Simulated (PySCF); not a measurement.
Geometry:
```
atom   x (Å)   y (Å)   z (Å)
  C1  -1.900   1.463  -0.076
  C2  -1.517   0.308  -0.072
 Si3  -0.882  -1.401  -0.091
  F4  -0.946  -1.950   1.433
  S5   1.108  -1.433  -0.827
 Si6   1.876   0.405   0.019
  H7  -2.243   2.483  -0.081
  H8  -1.702  -2.302  -0.929
  H9   1.446   0.552   1.438
 H10   3.357   0.267  -0.063
 H11   1.433   1.584  -0.777
```

Geometry: PBE0-D3(BJ)/def2-SVP; GIAO shifts from PySCF, gas phase, non-relativistic, averaged over equivalent atoms.

At PBE0/pcSseg-0 (76 basis functions, 7.1 s wall time on 1 thread of an Arm Neoverse V1, shared host):
```json
{"atoms": "C1", "δ (ppm)": "115.0"}
{"atoms": "C2", "δ (ppm)": "85.7"}
{"atoms": "Si3", "δ (ppm)": "-15.9"}
{"atoms": "Si6", "δ (ppm)": "-79.5"}
{"atoms": "F4", "δ (ppm)": "-191.7"}
{"atoms": "S5", "δ (ppm)": "-336.2"}
{"atoms": "H8", "δ (ppm)": "6.15"}
{"atoms": "H9/H10/H11", "δ (ppm)": "4.75"}
{"atoms": "H7", "δ (ppm)": "2.88"}
```

δ = σ(ref) − σ, references computed at the same level: ¹³C (σref 193.52) and ²⁹Si (σref 348.52) and ¹H (σref 32.83) against TMS; CFCl3 for ¹⁹F (σref 178.37); ³³S (σref 515.45) vs CS2.

Estimate the result of repeating the calculation with LC-wPBE/pcSseg-1.

Answers


```csv
atoms,δ at LC-wPBE/pcSseg-1,change
C1,114.2,-0.8
C2,87.1,+1.4
Si3,-9.0,+6.9
Si6,-50.6,+28.9
F4,-141.4,+50.3
S5,-279.0,+57.2
H8,5.18,-0.97
H9/H10/H11,4.59,-0.16
H7,2.79,-0.09
```

Chemical shifts δ = σref − σ; TMS for ¹³C (188.56 ppm) and ²⁹Si (358.50 ppm) and ¹H (31.33 ppm); ¹⁹F (205.86 ppm) against CFCl3; ³³S (493.10 ppm) vs CS2, all at this level.

The largest change is at S5 (sulfur bonded to 2 Si). Cost: 148 basis functions, 21 s wall time on 1 thread of an Arm Neoverse V2, shared host.

Unscaled 19F shifts against computed CFCl3 carry errors that often reach 10 to 50 ppm.
